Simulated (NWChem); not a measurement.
Molecule: SiI2ClF; SMILES F[Si](Cl)(I)I

```xyz
5

F      1.1021     1.9347     0.0000
Si     0.7036     0.3576     0.0000
Cl     2.4576    -0.7168     0.0000
I     -0.5806    -0.0965    -2.0223
I     -0.5806    -0.0965     2.0223
```
Atoms are numbered in this order, from 1.

Program: NWChem. The geometry was optimised at PBE-D3(BJ)/def2-SVP. def2 effective core potentials on I; no spin-orbit coupling.

Predict the results for PW91/def2-SVP. Quantities: highest occupied level (eV); orbital gap (eV); dipole (D).

The highest occupied level (eV) is -6.83. The orbital gap (eV) is 3.95 and the dipole (D) is 0.93.
